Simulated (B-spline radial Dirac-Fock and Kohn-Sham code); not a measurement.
Z = 34 (selenium), transition energy 122 keV. Calculated with a radial B-spline solver, using a Dirac-Hartree-Slater potential of the neutral atom with a Latter tail (no hole, which puts coefficients of high multipoles low close above an edge), finite nucleus with surface currents. Subshells that would emit electrons below 1 keV are left out.

**Question.** A pure transition shows α(K) = 0.0392, L1/L2 = 24.7 and L1/L3 = 15.0. What is its multipolarity?
A. M4
B. E3
C. M1
D. E1
E. M3
F. M2
G. E4
H. E2

**Answer.** D. For comparison, α(K), L1/L2, L1/L3 are E2 0.346, 5.63, 4.19; E3 2.53, 1.60, 1.32; E4 17.7, 0.613, 0.532; M1 0.0529, 23.9, 61.0; M2 0.457, 12.6, 15.4; M3 3.64, 7.82, 4.55; M4 28.8, 5.46, 2.10.
